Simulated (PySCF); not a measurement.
Telling isomers of C4H6N2O2Si apart by NMR

Theoretical values (PySCF): GIAO PBE0/pcSseg-1 shieldings, structure optimised with GFN2-xTB. No solvent, non-relativistic Hamiltonian, equivalent nuclei averaged, single conformer.

References, each an isolated molecule treated in the same way: ¹H (σ = 31.72 ppm), ¹³C (σ = 186.93 ppm) vs TMS. Where no couplings were computed, multiplicities follow the n + 1 count of equivalent neighbours, and m marks all less simple cases (inequivalent or close neighbours, rings, F or P nearby). Acid and N–H amide carbonyl carbons lie up to 10 ppm further downfield in solution (hydrogen bonding). Shifts are as computed. Against solution values, carbons near 30 ppm lie about +3 ppm off and those near 130 ppm about +5 ppm. Of 1309 compounds with measured shifts, 239 miss one by over three times the rms of a fit or turn the order of signals round; such compounds aren't used in these exercises. Groups on amide-type nitrogens are kept apart (slow C–N rotation). OH and NH positions are gas-phase values without hydrogen bonding to other molecules.

(1) Tabulate the signals of `N#C[C@@]([SiH3])(C=O)C(N)=O`, `O=COc1cncn1[SiH3]`, `C=Cc1nc(O[SiH3])no1` and their relative energies.

(2) What is the quickest way to tell N#C[C@@]([SiH3])(C=O)C(N)=O from C=Cc1nc(O[SiH3])no1?

(3) What is the quickest way to tell N#C[C@@]([SiH3])(C=O)C(N)=O from O=COc1cncn1[SiH3]?

(4) What is the quickest way to tell O=COc1cncn1[SiH3] from C=Cc1nc(O[SiH3])no1?

## Answers

(1) 
```json
{"SMILES": "N#C[C@@]([SiH3])(C=O)C(N)=O", "carbon types": "3×C 1×CH", "δC": "198.2, 172.6, 117.4, 53.1", "δH": "9.77 (s, 1H), 5.47 (br, 1H), 5.38 (br, 1H), 4.42 (s, 3H)", "E rel. (kcal/mol)": "14.1"}
{"SMILES": "O=COc1cncn1[SiH3]", "carbon types": "1×C 3×CH", "δC": "163.0, 148.6, 141.5, 126.3", "δH": "8.07 (s, 1H), 7.25 (m, 1H), 7.18 (m, 1H), 5.20 (s, 3H)", "E rel. (kcal/mol)": "0.0"}
{"SMILES": "C=Cc1nc(O[SiH3])no1", "carbon types": "2×C 1×CH 1×CH2", "δC": "183.1, 177.6, 136.6, 128.2", "δH": "7.18 (m, 1H), 6.80 (m, 1H), 6.28 (m, 1H), 5.14 (s, 3H)", "E rel. (kcal/mol)": "22.9"}
```

Energies are electronic energies at PBE0/pcSseg-1 on these geometries, without zero-point or thermal terms, each for the one conformer computed, which needn't be the lowest.

(2) Both give the same number of carbon signals, but DEPT or the intensities differ. The first has an aldehyde carbonyl carbon (CH) at 198.2 ppm, the second a terminal =CH2 carbon at 136.6 ppm. Their most deshielded carbons lie at 198.2 and 183.1 ppm. In the proton spectra the most deshielded non-exchanging signals are 9.77 (s, 1H) and 7.18 (m, 1H).

(3) Both give the same number of carbon signals, but DEPT or the intensities differ. The first has a fully substituted sp3 carbon bonded to Si, α to a carbonyl (C) at 53.1 ppm, the second an aromatic CH next to a ring nitrogen at 126.3 ppm. Their most deshielded carbons lie at 198.2 and 163.0 ppm. In the proton spectra the most deshielded non-exchanging signals are 9.77 (s, 1H) and 8.07 (s, 1H).

(4) Both give the same number of carbon signals, but DEPT or the intensities differ. The first has an ester carbonyl carbon (CH) at 163.0 ppm, the second a terminal =CH2 carbon at 136.6 ppm. Their most deshielded carbons lie at 163.0 and 183.1 ppm. In the proton spectra the most deshielded non-exchanging signals are 8.07 (s, 1H) and 7.18 (m, 1H).
